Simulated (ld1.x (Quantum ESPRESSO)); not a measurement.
## An all-electron radial function and its pseudo partner (ruthenium (Ru))

Columns: radius, all-electron u(r) and pseudo u(r) of the 4d shell (level -6.92 eV) of ruthenium in the configuration [Ar] 3d10 4s2 4p6 4d7 5s0.75 5p0; PBE, scalar-relativistic, TM scheme, ld1.x (Quantum ESPRESSO) 7.5.

| r (bohr) | all-electron | pseudo |
| --- | --- | --- |
| 0.072 | 0.0863 | -0.0012 |
| 0.145 | 0.2764 | -0.0094 |
| 0.217 | 0.3830 | -0.0304 |
| 0.290 | 0.3688 | -0.0686 |
| 0.362 | 0.2654 | -0.1242 |
| 0.435 | 0.1120 | -0.1971 |
| 0.507 | -0.0552 | -0.2812 |
| 0.580 | -0.2197 | -0.3732 |
| 0.652 | -0.3657 | -0.4642 |
| 0.725 | -0.4920 | -0.5509 |
| 0.798 | -0.5948 | -0.6274 |
| 0.870 | -0.6736 | -0.6903 |
| 0.942 | -0.7320 | -0.7395 |
| 1.015 | -0.7728 | -0.7755 |
| 1.088 | -0.7979 | -0.7986 |
| 1.160 | -0.8101 | -0.8102 |
| 1.232 | -0.8123 | -0.8123 |
| 1.305 | -0.8065 | -0.8065 |
| 1.378 | -0.7945 | -0.7945 |
| 1.450 | -0.7780 | -0.7780 |
| 1.522 | -0.7581 | -0.7581 |
| 1.595 | -0.7356 | -0.7356 |
| 1.668 | -0.7113 | -0.7113 |
| 1.740 | -0.6864 | -0.6864 |
| 1.812 | -0.6610 | -0.6610 |
| 1.885 | -0.6351 | -0.6351 |

Task: How many radial nodes do the two functions have?

Result: The all-electron 4d function has n − l − 1 = 1; the pseudo-wave has 0, since the states of the same l below it are removed with the core.

Task: At about which radius was the pseudo-wave matched?

Result: 1.30 bohr. The columns agree to 0.0005 from 1.16 bohr on; several derivatives are matched, so the curves merge somewhat inside the radius.

Task: Is the pseudo-wave norm-conserving?

Result: Yes: the TM scheme keeps the norm inside the radius equal to the all-electron one, which fixes the energy derivative of the logarithmic derivative at the level.
